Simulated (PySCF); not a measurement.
Ligands exchanged one at a time, Ga Br-H. Gas-phase values, no solvent. Strings in code marks are SMILES.

These are PBE-D3(BJ)/def2-TZVP (PySCF) values and carry that method's errors. Excitations are Tamm–Dancoff values on a coarser integration grid. The basis has no diffuse functions, so Rydberg states are missing or too high.

```
species                                         S1–T1 gap (TDA) (eV)  HOMO (eV)  S1 oscillator strength  HOMO–LUMO gap (eV)  dipole moment (D)
----------------------------------------------  --------------------  ---------  ----------------------  ------------------  -----------------
0 of 3 Br replaced by H (`[Br][Ga]([Br])[Br]`)                  0.30      -7.41                       ?                4.15                  ?
1 of 3 Br replaced by H                                            ?      -7.23                   0.000                4.57               1.37
2 of 3 Br replaced by H (`[GaH2][Br]`)                             ?      -6.81                   0.000                4.10               1.78
3 of 3 Br replaced by H (`[GaH3]`)                                 –      -7.34                       –                4.68               0.00
```

Task: Fill in the missing entries.

Result: 
- 0 of 3 Br replaced by H (`[Br][Ga]([Br])[Br]`), S1 oscillator strength: 0.000
- 0 of 3 Br replaced by H (`[Br][Ga]([Br])[Br]`), dipole moment (D): 0.00
- 1 of 3 Br replaced by H, S1–T1 gap (TDA) (eV): 0.11
- 2 of 3 Br replaced by H (`[GaH2][Br]`), S1–T1 gap (TDA) (eV): 0.16
